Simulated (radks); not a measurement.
The numbers below are computed, except where a source is named.
Ta26+, 47 electrons, occupied as [Kr] 4d10 5s1 (not the ground configuration). Level of theory: non-relativistic Kohn-Sham, r2SCAN, spin-polarised, spherical densities, point nucleus; open shells are filled with parallel spins first (spin-orbit coupling, left out, can overturn this in heavy ions); meta-GGA in the generalised Kohn-Sham scheme; relativity is left out, which matters for an element this heavy (a radial shooting solver on a logarithmic mesh with Libxc functionals).

Normalised radial functions P(r) = r R(r), r in bohr:

r         4s down    4d up
0.000784   0.0760   0.0000
0.001021   0.0972   0.0000
0.001329   0.1237   0.0000
0.001731   0.1563   0.0001
0.002236   0.1942   0.0001
0.002911   0.2400   0.0002
0.003791   0.2917   0.0005
0.004936   0.3462   0.0011
0.006377   0.3965   0.0023
0.008303   0.4357   0.0048
0.01081    0.4469   0.0099
0.01408    0.4093   0.0202
0.01833    0.2998   0.0404
0.02368    0.1091   0.0767
0.03083   -0.1689   0.1432
0.04015   -0.4777   0.2542
0.05228   -0.7022   0.4232
0.06753   -0.6869   0.6395
0.08794   -0.3116   0.8744
0.1145     0.3625   1.0153
0.1491     0.9671   0.9004
0.1926     0.9789   0.4163
0.2508     0.1571  -0.4205
0.3266    -1.0591  -1.2745
0.4252    -1.7564  -1.6764
0.5493    -1.5120  -1.4329
0.7153    -0.7732  -0.8121
0.9314    -0.2248  -0.2887
1.213     -0.0332  -0.0587
1.567     -0.0023  -0.0064
2.04      0.0000  -0.0003
2.656     0.0000  0.0000

4s down: eigenvalue -1259.4 eV, 3 radial nodes at r = 0.0265, 0.100, 0.260 bohr, <r> = 0.464 bohr, 90 % of the charge inside 0.658 bohr. 4d up: eigenvalue -1018.4 eV, 1 radial node at r = 0.222 bohr, <r> = 0.463 bohr, 90 % of the charge inside 0.677 bohr.
